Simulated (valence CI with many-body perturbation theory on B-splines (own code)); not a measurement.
**Hyperfine factors and g values of Ar¹²⁺**

Calculated by configuration interaction combined with many-body perturbation theory (CI+MBPT): four valence electrons over a frozen Dirac-Fock core [He], radial functions for each j: 11 s, 11 p, 9 d, 7 f, 5 g, 2 h, 1 i, with the one-electron correlation potential Σ1 (screened to all orders), the two-electron term Σ2, the three-electron term Σ3, Breit, model QED; selected single and double excitations, second order for the rest, scaled by the run's own slope (own B-spline code, finite nucleus).

No measured spectrum was set against this ion. As an estimate, levels of excited configurations hold to 0.05 to 0.15 % of their energy, terms of the ground configuration to about 0.5 %. Among the levels kept, up to 280 cm⁻¹ of a level comes from second order outside the variational space, and about a tenth of that is noise between levels of different J, which matters for small intervals.

A/g_I is the dipole constant over the nuclear g factor μ/I (μ in nuclear magnetons, uniformly magnetised nucleus), B/Q the quadrupole constant per barn. Both hold the static response of the core; the bare values leave it out. Large factors of s and p1/2 electrons are usually good to 5 to 10 %; those of open d and f shells near neutrality can be off by tens of per cent, and small factors of p3/2, d and f electrons come from cancelling terms and can be off by a factor of two or in sign, in half-filled shells by more. B is blank for J = 1/2, where it vanishes, and for nearly pure S terms. Energies count from the lowest level. Levels with J = 0 are left out.

Names give the largest LS component (configuration and term), which can be under half, so a name can repeat, a term be missing and a line seem to break the LS rules; names also repeat where a configuration has a term twice.

```tsv
Level	E (eV)	g	A/g_I (MHz)	A/g_I bare	B/Q (MHz/b)	B/Q bare
2s2.2p2 3P_1	1.22	1.500	-379	709	7400	7450
2s2.2p2 3P_2	2.71	1.486	10700	11600	-13800	-13900
2s2.2p2 1D_2	10.56	1.012	14200	14300	28400	28600
2s.2p3 5S°_2	28.19	1.999	33800	34500		
2s.2p3 3D°_2	52.41	1.175	21500	21300	8520	8570
2s.2p3 3D°_1	52.48	0.516	-22200	-21400	4370	4400
2s.2p3 3D°_3	52.57	1.332	35500	35000	-101	-108
2s.2p3 3P°_1	61.49	1.484	49400	48700	-4490	-4530
2s.2p3 3P°_2	61.64	1.488	39500	38900	-8400	-8460
2s.2p3 1D°_2	77.63	1.002	15800	15800	-471	-457
2s.2p3 3S°_1	77.98	1.970	-34600	-30000		
2s.2p3 1P°_1	86.68	1.026	12800	13000	345	339
2p4 3P_2	118.46	1.490	6580	8270	13500	13600
2p4 3P_1	120.41	1.500	-2190	-358	-7070	-7120
2p4 1D_2	127.23	1.008	16000	16000	-27900	-28100
2s2.2p.3s 3P°_1	389.40	1.448	36400	35700	-5380	-5420
2s2.2p.3s 3P°_2	391.69	1.500	15700	16000	15400	15500
2s2.2p.3s 1P°_1	393.71	1.050	5730	6470	13100	13200
2s2.2p.3p 1P_1	402.35	0.796	24900	24400	-3540	-3560
2s2.2p.3p 3D_1	404.22	0.840	3800	3490	1450	1460
2s2.2p.3p 3D_2	404.43	1.171	11600	11700	6470	6510
2s2.2p.3p 3D_3	406.35	1.333	5720	6170	19400	19600
2s2.2p.3p 3S_1	406.97	1.716	-1160	-49.4	-824	-828
2s2.2p.3p 3P_1	408.31	1.646	8520	9350	5040	5070
2s2.2p.3p 3P_2	408.84	1.477	9370	9930	-5630	-5660
2s2.2p.3p 1D_2	412.96	1.016	9020	9100	18000	18100
2s.2p2.3s 5P_1	417.87	2.497	62100	61600	-1540	-1550
2s.2p2.3s 5P_2	418.88	1.832	36300	36100	15500	15600
2s2.2p.3d 3F°_2	419.17	0.752	11900	11600	2830	2870
2s.2p2.3s 5P_3	420.16	1.665	36500	36300	-15600	-15700
2s2.2p.3d 3F°_3	420.42	1.093	6810	6810	6530	6600
2s2.2p.3d 1D°_2	420.98	0.984	-1030	-1190	-8170	-8210
```

**Question.** Take the isotope of mass number 39, with I = 7/2, μ = -1.59 μN and Q = -0.116 b. What is the hyperfine structure of 2s.2p3 3P°_1?

**Answer.** From the table A = -22400 MHz, B = 521 MHz. Shifts from the centre of gravity in MHz: F = 5/2: 101000, F = 7/2: 22000, F = 9/2: -78300.
